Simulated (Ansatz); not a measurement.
The same molecule with X = F, Cl, Br. Ansatz, PBE0-D4/def2-TZVP geometries, multiplicity 1. Each molecule was computed in one conformer, which needn't be the lowest.

Scalar relativity is left out up to krypton.

| X | molecule | mean X–B bond length / Å | LUMO energy (B3LYP/def2-TZVPP) / eV | HOMO energy (ωB97M-V/def2-TZVPP) / eV | size of the dipole moment (PBE/def2-TZVPP) / D |
| --- | --- | --- | --- | --- | --- |
| F | `COB(O)F` | 1.336 | 0.28 | -11.22 | 1.68 |
| Cl | `COB(O)Cl` | 1.770 | 0.38 | -11.35 | 2.36 |

Give the row for X = Br, `COB(O)Br`. (Best estimate.)

The calculation gave: 
```json
{"X": "Br", "molecule": "`COB(O)Br`", "mean X–B bond length / Å": "1.958", "LUMO energy (B3LYP/def2-TZVPP) / eV": "0.38", "HOMO energy (ωB97M-V/def2-TZVPP) / eV": "-10.75", "size of the dipole moment (PBE/def2-TZVPP) / D": "0.68"}
```

From F to Br the mean X–B bond length rises at each step, by 0.622 Å in all; the LUMO energy (B3LYP/def2-TZVPP) isn't monotonic: highest at Cl, lowest at F; the HOMO energy (ωB97M-V/def2-TZVPP) isn't monotonic: highest at Br, lowest at Cl. Bonds lengthen as the atom grows down the group. Dipoles are sizes alone, and their direction can turn along the series.

B3LYP here is the variant with VWN-RPA as its local correlation; programs differ in this.

Spin–orbit coupling is left out; it splits and shifts lone-pair levels of the heavy atoms by tenths of an eV.
